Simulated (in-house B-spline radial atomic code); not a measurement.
Response of Hg as one setting changes: the radius of a hard wall (bohr). Method: TDHF. A dash marks a strongly mixed or unbound state. A box has no continuum, so excitations may lie above minus the highest level. Computed with an all-electron radial atomic-structure program (B-spline basis): linear response of the closed shell [Xe] 4f14 5d10 6s2 with bare exchange (time-dependent Hartree-Fock); scalar-relativistic (spin-free one-electron X2C), finite nucleus, no spin-orbit coupling, no double excitations, S, P, D and F terms only; shells from n = 4 respond. Only terms of natural parity with L up to 3 were computed.

Spin-orbit coupling is strong here, so these LS terms don't match observed levels.

| radius of a hard wall (bohr) | lowest 1P (eV) | lowest 3P, Tamm-Dancoff (eV) | minus highest occupied level (eV) | α (bohr³) |
| --- | --- | --- | --- | --- |
| 2.5 | 6s → 6p 26.397 | 6s → 6p 22.272 | -36.07 | 3.926 |
| 3 | 6s → 6p 18.290 | 6s → 6p 14.458 | -11.464 | 6.883 |
| 3.5 | ? | ? | ? | ? |
| 4 | ? | ? | ? | ? |
| 4.5 | 6s → 6p 9.442 | 6s → 6p 6.473 | 6.021 | 18.79 |
| 5.5 | 6s → 6p 7.644 | 6s → 6p 5.025 | 7.964 | 27.05 |
| 6.5 | 6s → 6p 6.739 | 6s → 6p 4.375 | 8.574 | 34.11 |
| 8 | 6s → 6p 6.070 | 6s → 6p 3.980 | 8.826 | 40.97 |
| 10 | 6s → 6p 5.717 | 6s → 6p 3.833 | 8.881 | 44.35 |
| 15 | 6s → 6p 5.557 | 6s → 6p 3.798 | 8.887 | 45.13 |

Q: What belongs in the row for 4?

A: lowest 1P (eV): 6s → 6p 11.080; lowest 3P, Tamm-Dancoff (eV): 6s → 6p 7.870; minus highest occupied level (eV): 3.632; α (bohr³): 14.58.

Q: What belongs in the row for 3.5?

A: lowest 1P (eV): 6s → 6p 13.741; lowest 3P, Tamm-Dancoff (eV): 6s → 6p 10.232; minus highest occupied level (eV): -1.154; α (bohr³): 10.53.
